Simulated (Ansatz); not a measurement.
Consider the formal exchange of groups at the Al–C bond: `C#[C][AlH][OH]` + `B[SeH]` → `[OH][AlH][BH][SeH]` + acetylene.

Isolated molecules relaxed with PBE0-D4/def2-TZVP in Ansatz; ΔE leaves out vibrations. CBS: MP2 limit from def2 TZ/QZ plus the TZ coupled-cluster correction, frozen cores. This one scheme is used for every species. Functionals use def2-TZVPP. HSE06 is defined as in plane-wave codes. For Se outer-core shells are correlated without core-valence functions, which leaves a few kJ/mol of doubt a bond. Scalar relativity is left out up to krypton. Each species was taken in one conformer, which may not be the lowest.

`C#[C][AlH][OH]`:

```xyz
7

C     2.055    0.115   -0.541
C     0.864    0.205   -0.347
Al   -1.013    0.360   -0.054
O    -1.789   -0.742    0.965
H     3.105    0.038   -0.713
H    -1.890    1.478   -0.721
H    -1.333   -1.454    1.412
```

`B[SeH]`:

Z-matrix (Å, degrees):
```
B
Se 1 1.899
H 1 1.189 2 121.0
H 1 1.191 2 115.7 3 180.0
H 2 1.470 1 97.7 3 0.0
```

`[OH][AlH][BH][SeH]`:

```xyz
8

O    -0.804    0.069   -1.500
Al   -0.837   -0.656    0.045
B     0.762    0.012    1.252
Se    1.963    1.268    0.489
H    -1.451   -0.115   -2.180
H    -2.010   -1.684    0.353
H     1.051   -0.277    2.376
H     1.326    1.383   -0.835
```

`C#C`:

```xyz
4

C    -0.377    0.169    0.434
C     0.377   -0.169   -0.434
H    -1.046    0.469    1.205
H     1.046   -0.469   -1.205
```

```csv
level,ΔE (kJ/mol),difference from CCSD(T)/CBS
BLYP-D4,77.8,-0.3
r2SCAN-D4,80.7,2.6
PBE0-D4,71.9,-6.2
r2SCANh-D4,81.0,2.9
r2SCAN0,82.1,4.0
HSE06,74.4,-3.7
BHLYP,89.1,11.0
CAM-B3LYP,84.4,6.3
MP2/def2-SVP,81.9,3.8
CCSD/def2-SVP,76.7,-1.4
CCSD(T)/CBS,78.1,0
```

Largest T1 diagnostic among the species: 0.014.

In def2-TZVPP, CCSD(T) changes the Hartree–Fock value by −19.6 kJ/mol (the triples alone add −2.1 kJ/mol) and MP2 by −12.8 kJ/mol. From BLYP to BHLYP (50 % exact exchange), in def2-TZVPP and without D4, ΔE moves by +6.0 kJ/mol. The D4 term adds −4.4 kJ/mol with B3LYP and −2.4 kJ/mol with PBE0; it sums over pairs of atoms, weighted by their polarisabilities, and B3LYP, whose exchange is more repulsive, gets the larger term.

B3LYP here is the variant with VWN-RPA as its local correlation; programs differ in this.
